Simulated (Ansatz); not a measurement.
System: ethyl(trifluoro)silane, C2H5F3Si, net charge 0, singlet state. 
Structure (B3LYP-D3(BJ)/def2-TZVP (Ansatz, a first-principles code) minimum search):
```xyz
11

C      2.3366    -0.0259    -0.5254
C      1.2537    -0.7004     0.3328
Si    -0.4286     0.0036     0.0974
F     -0.4760     1.5467     0.4621
F     -1.5081    -0.7239     1.0022
F     -0.9149    -0.1267    -1.4069
H      3.3111    -0.4815    -0.3463
H      2.4193     1.0374    -0.2965
H      2.1158    -0.1202    -1.5895
H      1.5025    -0.6226     1.3953
H      1.2014    -1.7709     0.1128
```

Parts of the frozen-core correlation energy in cc-pV(D+d)Z (Ansatz, hartree). Frozen orbitals: 10; correlated occupied orbitals by spin: 19 and 19; virtual: 89 and 89. No spin-orbit coupling. Non-relativistic.

```
term                            value
-------------------------  ----------
reference (HF)             -666.12922
MP2 opposite-spin                 [?]
MP2 same-spin                -0.24351
CCSD correlation                  [?]
(T)                               [?]
T1 diagnostic                   0.011
largest doubles amplitude       0.023
```

Problem. Some entries are withheld; supply them.

Solution. 
- MP2 opposite-spin, value: -0.69544
- CCSD correlation, value: -0.97617
- (T), value: -0.01956
